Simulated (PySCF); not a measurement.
Si(H)2(Me)(NHMe) (C2H9NSi), SMILES N(C)[SiH2]C. Geometry optimised at PBE-D3(BJ)/def2-SVP. One conformer was computed; it need not be the lowest.

Computed equilibrium geometry at PBE-D3(BJ)/def2-SVP (PySCF confirms it by a frequency run) as bond lengths and angles (one conformer of several):
Atoms: Si1 C2 N3 C4 H5 H6 H7 H8 H9 H10 H11 H12 H13. Bonded distances (Å): Si1–C2 1.886, Si1–N3 1.750, Si1–H5 1.506, Si1–H6 1.518, C2–H7 1.109, C2–H8 1.108, C2–H9 1.109, N3–C4 1.452, N3–H10 1.023, C4–H11 1.118, C4–H12 1.110, C4–H13 1.112. Angles (°): C2–Si1–N3 110.6, C2–Si1–H5 111.5, C2–Si1–H6 107.4, N3–Si1–H5 105.2, N3–Si1–H6 114.6, H5–Si1–H6 107.6, Si1–C2–H7 111.4, Si1–C2–H8 110.9, Si1–C2–H9 110.3, H7–C2–H8 108.2, H7–C2–H9 107.3, H8–C2–H9 108.7, Si1–N3–C4 124.0, Si1–N3–H10 115.7, C4–N3–H10 113.3, N3–C4–H11 114.7, N3–C4–H12 110.0, N3–C4–H13 111.4, H11–C4–H12 106.7, H11–C4–H13 107.3, H12–C4–H13 106.3.
